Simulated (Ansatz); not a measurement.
A nudged elastic band was laid between two geometries of AlBH5NS (9 atoms, charge 0, multiplicity 1).

Computed with RKS PBE0-D4/def2-SVP (Ansatz).

```yaml
movable_images: 5
climbing_image: yes
spring: 5.0 eV/Å²
optimiser: quadratic models (default)
start_path: IDPP
force_threshold: 0.05 eV/Å
iteration_limit: 24
end_points: relaxed
```

First end point:

```xyz
9
Properties=species:S:1:pos:R:3
B -1.829 0.794 -0.073
S -1.103 0.432 1.516
Al 0.909 -0.328 0.948
N 1.321 -0.654 -0.735
H -2.953 1.231 -0.071
H -1.240 0.624 -1.114
H 1.956 -0.586 2.101
H 2.229 -0.989 -1.037
H 0.712 -0.524 -1.534
```

Last end point:

```xyz
9
Properties=species:S:1:pos:R:3
B -1.838 0.770 -0.074
S -1.093 0.459 1.516
Al 0.905 -0.337 0.950
N 1.340 -0.604 -0.738
H -2.961 1.208 -0.070
H -1.263 0.564 -1.116
H 1.922 -0.672 2.109
H 0.749 -0.423 -1.541
H 2.239 -0.965 -1.038
```

(1) Which bonds break or form, and what moves?

(2) Give the energies along the band, and the barrier.

(3) What is the geometry of the highest image?

(4) What are the harmonic wavenumbers there?

The band took 8 iterations and roughly 6 core-minutes.

## Answers

(1) No bond is made or broken. The dihedral S2–Al3–N4–H9 goes from 0 to -180°. The two ends are copies of one structure, up to a mirror image or an exchange of like atoms.

(2) The forces met the threshold. The highest image is number 3 of 0 to 6, 35.9 kJ/mol above the ends, which have the same energy within 2 meV. A vibrational analysis at the climbing image gives one clearly imaginary mode, 375i cm⁻¹: a first-order saddle point.

```
image  path coordinate (Å)  energy (kJ/mol)  dihedral S2–Al3–N4–H9 (°)
    0                 0.00              0.0                          0
    1                 0.60              6.8                        -21
    2                 1.19             25.6                        -45
    3                 1.79             35.9                        -73
    4                 2.50             21.7                       -119
    5                 3.22              2.3                       -165
    6                 3.94              0.0                       -180
```

(3) 
```xyz
9
Properties=species:S:1:pos:R:3:forces:R:3
B -1.523 1.239 -0.038 0.00 -0.01 -0.02
S -0.890 0.683 1.539 -0.01 0.01 0.01
Al 0.767 -0.673 0.930 0.02 -0.01 -0.03
N 1.241 -0.968 -0.768 -0.01 0.01 0.02
H -2.462 1.996 -0.015 0.00 0.01 0.01
H -1.038 0.873 -1.082 0.00 0.00 0.01
H 1.498 -1.357 2.151 0.00 0.00 0.01
H 1.730 -0.266 -1.317 -0.01 -0.02 -0.01
H 0.677 -1.526 -1.402 0.01 0.01 0.00
```

(4) 375i, 63, 160, 237, 295, 324, 431, 452, 650, 691, 799, 807, 835, 955, 1188, 1524, 1976, 2584, 2694, 3595, 3680 cm⁻¹.

Time of the run: 7.4 min on 1 CPU thread of a shared host.
